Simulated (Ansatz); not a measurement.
Consider the ligand exchange at a Mo–F bond: `[OH][Mo]([F])([F])(=[S])[Cl]` + CH₃OH → `C[O][Mo]([OH])([F])(=[S])[Cl]` + H–F.

Gas-phase electronic energies from Ansatz, PBE0-D4/def2-TZVP geometries. CBS: MP2 limit from def2 TZ/QZ plus the TZ coupled-cluster correction, frozen cores. This one scheme is used for every species. Elements past krypton have def2 core potentials. For Mo outer-core shells are correlated without core-valence functions, which leaves a few kJ/mol of doubt a bond. One conformer a species, not always the lowest.

`[OH][Mo]([F])([F])(=[S])[Cl]`:

```xyz
7

O    -1.205    0.285   -0.890
Mo    0.173   -0.174    0.253
F     1.696    0.213    1.218
F    -0.618    0.934    1.514
S    -0.261   -2.136    0.734
Cl    1.585   -0.266   -1.540
H    -1.369    1.145   -1.289
```

CH₃OH:

Z-matrix (Å, degrees):
```
C
O 1 1.409
H 1 1.097 2 112.4
H 1 1.090 2 107.0 3 -118.5
H 1 1.097 2 112.4 3 123.0
H 2 0.959 1 108.5 3 -61.6
```

`C[O][Mo]([OH])([F])(=[S])[Cl]`:

Cartesian coordinates in Å:
```
C -1.663 -0.727 -0.318
O -0.313 -0.959 -0.036
Mo 1.176 0.093 0.044
O 0.168 1.086 1.307
F 2.109 1.713 -0.066
S 2.581 -1.149 0.947
Cl 1.404 0.008 -2.230
H -2.015 0.119 0.280
H -1.779 -0.498 -1.383
H -2.233 -1.624 -0.070
H 0.564 1.938 1.524
```

H–F:

Cartesian coordinates in Å:
```
F 0.441 0.022 0.128
H -0.441 -0.022 -0.128
```

| species | CCSD(T)/CBS(def2) energy (Eh) |
| --- | --- |
| `[OH][Mo]([F])([F])(=[S])[Cl]` | -1201.21916 |
| CH₃OH | -115.61712 |
| `C[O][Mo]([OH])([F])(=[S])[Cl]` | -1216.44968 |
| H–F | -100.39570 |

Q: Work out ΔE.

A: ΔE = (-1216.44968) + (-100.39570) − (-1201.21916) − (-115.61712) = -0.00910 Eh = -5.7 kcal/mol.

Largest T1 diagnostic among the species: 0.025, so the coupled-cluster value is less sure than usual.

From BLYP to BHLYP (50 % exact exchange), in def2-TZVPP and without D4, ΔE moves by −0.9 kcal/mol. Leaving LDA and LC-ωPBE aside and taking each functional with its dispersion term where it has one, the values, not all of them listed here, spread over 3.6 kcal/mol, from PBE-QIDH to ωB97X-V. LDA lies −3.2 kcal/mol from PBE without D4. The D4 term adds −2.7 kcal/mol with B3LYP and −1.6 kcal/mol with PBE0; it sums over pairs of atoms, weighted by their polarisabilities, and B3LYP, whose exchange is more repulsive, gets the larger term.

B3LYP here is the variant with VWN-RPA as its local correlation; programs differ in this.
